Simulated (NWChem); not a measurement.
Molecule: CH$_{3}$BrMgS; SMILES C[S][Mg][Br]

```xyz
7

Mg     0.2467     0.2486     0.0000
Br    -0.0424    -2.0857     0.0000
S      0.5897     2.5224     0.0000
C     -1.0991     3.2355     0.0000
H     -1.6689     2.9579    -0.8977
H     -0.9785     4.3275     0.0000
H     -1.6689     2.9579     0.8977
```
Atoms are numbered in this order, from 1.

All runs: NWChem. Medium grid unless said otherwise, to which SCAN and Minnesota functionals are sensitive. Geometry: optimised at PBE0/def2-SVP. Total energies of different functionals are on different scales.

| level | energy (Ha) | highest occupied level (eV) | orbital gap (eV) | dipole (D) |
|---|---|---|---|---|
| B3LYP/def2-SVP | -3211.9795 | -6.43 | 4.71 | 1.72 |
| PBE/def2-SVP | -3211.1696 | -5.52 | 3.34 | 1.76 |
| r2SCAN0/def2-SVP | -3211.8151 | -6.89 | 5.60 | 1.82 |
| OLYP/def2-SVP | -3212.6296 | -5.35 | 3.40 | 1.68 |
| M06-2X/def2-SVP | -3211.9060 | -7.90 | 6.76 | 1.80 |
| RPBE/def2-SVP | -3211.7048 | -5.49 | 3.39 | 1.72 |
| Hartree-Fock/def2-SVP | -3208.7534 | ? | ? | 1.79 |
| LDA (Slater exchange, PW92)/def2-SVP | -3205.6438 | -5.61 | 3.22 | 1.85 |
| PBE0/def2-SVP | -3211.3226 | -6.72 | 5.21 | 1.78 |
| B97-2/def2-SVP | -3212.6114 | -6.48 | 4.99 | 1.75 |

Question: Complete the blanks.

Answer: 
- Hartree-Fock/def2-SVP, highest occupied level (eV): -9.41
- Hartree-Fock/def2-SVP, orbital gap (eV): 10.19
